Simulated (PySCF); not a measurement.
Input file for PySCF: R-B3LYP/6-31G* on C2H2 (SMILES C#C) with ghost functions, monomers drawn apart or pushed together.

```python
from pyscf import gto, scf, dft, mp
from pyscf.data.elements import chemcore

mol = gto.M(
    atom='''
    C     0.05518829    0.13473670    3.33853617
    C     0.09768431    0.23352343    4.53119902
    H     0.01751193    0.04727720    2.27743710
    H     0.13555463    0.32086293    5.58948329
    ghost-C   -0.71717062   -0.18805944   -0.11772165
    ghost-C    0.60375130   -0.08714728   -0.16158832
    ghost-H   -1.35697086    0.68496608   -0.16386094
    ghost-H   -1.21262086   -1.14800056   -0.03566347
    ghost-H    1.24347342   -0.96032934   -0.11735052
    ghost-H    1.09921932    0.87263348   -0.24540034
    ''',
    basis='6-31g*',
    cart=True,
    charge=0, spin=0, verbose=3, max_memory=1800)
mf = dft.RKS(mol, xc='b3lyp')
mf.conv_tol = 1e-8
mf.max_cycle = 100
mf.kernel()
if not mf.converged:
    mf = mf.newton().run(mf.mo_coeff, mf.mo_occ)
```

It printed:

```
converged SCF energy = -77.3257755329693
```

The run converged.

Cost: very roughly 2.8 core-seconds.
